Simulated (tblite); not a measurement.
Run record: tight-binding relaxation, `[SiH2]([C@@H]1[C@@H](C1)C(F)F)P[SiH2]F`.

Computed with GFN2-xTB geometry optimisation, gas phase (tblite 0.8.0). Start geometry: from a force field or distance geometry. The input is one job of a driver script: a line of settings, then coordinates in Å.

Command:
```bash
OMP_NUM_THREADS=1 python probes_run.py task.json out
```

Input:
```
{"job": {"kind": "relax", "xc": "GFN2-xTB", "basis": "xTB"}, "charge": 0, "multiplicity": 1}
F      4.890300     1.649500     0.067900
Si     4.029200     0.378200    -0.628300
P      2.010300     1.014100    -1.140000
Si     0.475500     0.271800     0.248500
C     -0.892900    -0.450200    -0.733800
C     -1.524100    -1.669200    -0.052400
C     -2.326400    -0.427400    -0.384400
C     -2.910100     0.423900     0.681900
F     -2.656000     1.738300     0.328200
F     -2.434300     0.239000     1.950700
H      4.051100    -0.783900     0.281500
H      4.715900    -0.035900    -1.852400
H      1.905300     2.460400    -1.277000
H      0.105400     1.338800     1.149300
H      1.060300    -0.844200     1.043200
H     -0.667900    -0.588500    -1.806900
H     -1.200400    -1.844900     0.993900
H     -1.584100    -2.533000    -0.744500
H     -3.038500    -0.618100    -1.226100
H     -4.013800     0.292000     0.688000
```

Output:
```
step      E/eV     max force
  0    -921.31053    2.025
  1    -921.60004    1.161
  2    -921.75157    0.951
  3    -921.81172    0.924
  4    -921.92437    0.676
  5    -921.96156    0.546
  6    -922.00468    0.390
  7    -922.02649    0.309
  8    -922.05001    0.426
  9    -922.06801    0.336
... (199 lines left out)
209    -922.27334    0.037
210    -922.27345    0.023
211    -922.27357    0.019
212    -922.27364    0.014
213    -922.27368    0.014
214    -922.27372    0.015
215    -922.27376    0.017
216    -922.27380    0.016
217    -922.27383    0.013
218    -922.27385    0.009
```

«max force» is the largest atomic force in eV/Å.

Task: From which step on does the largest force stay under 0.1 eV/Å, and how much energy is left to gain from there?

Result: From step 204 (0.088 eV/Å), 3.0 meV above the end.

Main results: energy lowered by 22.2 kcal/mol over 218 steps; largest atomic force 0.009 eV/Å at the end.

Task: Where do the atoms end?

Result: 1.154 Å rms from the input after alignment:
```
atom  x, y, z in Å
F1     3.1919   -0.7048    0.6429
Si2    3.3928   -0.1974   -0.8796
P3     1.9884    1.4299   -1.4594
Si4    0.3116    1.1392    0.0066
C5    -0.6262   -0.3480   -0.6900
C6    -0.9247   -1.5393    0.1740
C7    -2.0390   -0.6467   -0.2672
C8    -2.7392    0.2311    0.7310
F9    -3.0895    1.4213    0.1725
F10   -1.9522    0.5391    1.7898
H11    3.1192   -1.3891   -1.6683
H12    4.7753    0.2528   -0.9052
H13    2.6064    2.4151   -0.7195
H14   -0.4714    2.3749   -0.0478
H15    0.7611    0.8603    1.3734
H16   -0.4198   -0.5681   -1.7324
H17   -0.6316   -1.4954    1.2118
H18   -0.8675   -2.5289   -0.2542
H19   -2.7280   -1.0130   -1.0192
H20   -3.6630   -0.2221    1.1281
```

On an Arm Neoverse N1 with one thread, no GPU (shared host), this took 4.5 s wall.
Labels such as C1 count atoms from 1, the log's own numbers from 0.
